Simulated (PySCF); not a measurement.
Nuclear quadrupole coupling in `C[SiH2]c1ccc(S)o1`

C₅H₈OSSi.
Numbering: `[CH3:1][SiH2:2][c:3]1[cH:4][cH:5][c:6]([SH:7])[o:8]1` (hydrogens: H9, H10, H11 on C1; H12, H13 on Si2; H14 on C4; H15 on C5; H16 on S7)

Structure used (GFN2-xTB), in Å, numbered top down from 1:
```
atom  x, y, z in Å
C1    -2.3977    0.9425   -0.6072
Si2   -1.7077   -0.2536    0.6956
C3     0.1197   -0.5084    0.3583
C4     0.9034   -1.6124    0.1619
C5     2.2239   -1.1627   -0.0571
C6     2.1544    0.1989    0.0228
S7     3.4008    1.4174   -0.1469
O8     0.9013    0.6070    0.2719
H9    -1.8957    1.9055   -0.5622
H10   -3.4586    1.1175   -0.4556
H11   -2.2682    0.5516   -1.6130
H12   -1.8765    0.3194    2.0374
H13   -2.3448   -1.5706    0.6126
H14    0.5709   -2.6300    0.1719
H15    3.0992   -1.7468   -0.2501
H16    2.5679    2.4337    0.0663
```

Field gradients from the PBE0/pcSseg-1 density (PySCF, non-relativistic), principal values in atomic units, ordered |Vxx| ≤ |Vyy| ≤ |Vzz|:

| atom | Vxx | Vyy | Vzz |
| --- | --- | --- | --- |
| S7 | 0.3217 | 2.4271 | -2.7489 |
| O8 | -0.6463 | -0.8594 | 1.5057 |

Task: Find the asymmetry η = (Vxx − Vyy)/Vzz and the couplings χ = eQV/h (234.96 MHz × Q in barn × V in au), with Q(33S) = −0.0678 b, Q(17O) = −0.0256 b.

Result: 
| atom | environment | nucleus | η | χzz (MHz) | χxx (MHz) | χyy (MHz) |
| --- | --- | --- | --- | --- | --- | --- |
| S7 | thiol sulfur | 33S | 0.77 | 43.79 | -5.13 | -38.67 |
| O8 | furan-type oxygen | 17O | 0.14 | -9.06 | 3.89 | 5.17 |

The tensor is traceless: Vxx + Vyy + Vzz = 0.

Task: What is Vzz at S7 in SI units (1 au = 9.71736 × 10²¹ V/m²)?

Result: -2.7489 au = -26.712 × 10²¹ V/m².

Were the hydrogens deuterons (Q(2H) = 0.00286 b), χzz would run from 106 kHz (H12) to 236 kHz (H15).

The structure is a single GFN2-xTB conformer in the gas phase; no vibrational or solvent corrections. GFN2-xTB bond lengths can be off by several hundredths of an ångström, more for odd bonds, and the gradients follow them. With so small a basis the couplings can be 20 % off.
